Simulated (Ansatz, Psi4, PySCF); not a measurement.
HIn, charge -1, doublet, geometry from GFN2-xTB (such geometries of metal compounds can be far from the true shape) (a state made from the parent by changing its charge; the spin is typed, not shown lowest) (core potentials on In) (in this run its highest filled SCF level lies above zero, so its values depend strongly on the basis, on diffuse functions most of all). Base run: B3LYP/def2-TZVP in PySCF.

Input for PySCF:
```python
from pyscf import gto, scf, dft

mol = gto.Mole()
mol.atom = '''
    In   -0.00000000   -0.00000000   -0.03576299
    H     0.00000000    0.00000000    1.75238670
'''
mol.basis = 'def2-tzvp'
mol.ecp = {'In': 'def2-tzvp'}
mol.charge = -1
mol.spin = 1
mol.verbose = 4
mol.build()

mf = dft.UKS(mol)
mf.xc = 'b3lyp'
mf.kernel()
```

The same geometry, method and basis name were run in Ansatz (an electronic-structure program) and Psi4 and PySCF, at each program's defaults and at the settings that a row names. The base is PySCF at its defaults. Differences at the defaults can come from grids, fitting, cores and function types together.

| code and settings | ΔE vs base (mEh) | basis functions | E (Eh) | SCF cycles |
|---|---|---|---|---|
| PySCF, defaults (exact integrals, its default grid, spherical functions) | 0.000 | 56 | -190.79478 | 10 |
| Psi4, defaults (density fitting with its default set, its default grid, spherical functions) | -0.062 | 56 | -190.79484 | 9 |
| Ansatz, defaults (factorised integrals, its default grid, spherical functions) | 0.009 | 56 | -190.79477 | - |
| PySCF, density fitting with def2-universal-jkfit | -0.062 | 56 | -190.79485 | 10 |
| PySCF, fine grid | 0.000 | 56 | -190.79478 | 10 |
| Psi4, exact integrals, spherical functions, fine grid | 0.000 | 56 | -190.79478 | 12 |
| Ansatz, high accuracy | 0.000 | 56 | -190.79478 | - |

Open shells are given as the SCF converged; they aren't shown to be the lowest states, and a large step between rows can be another state.
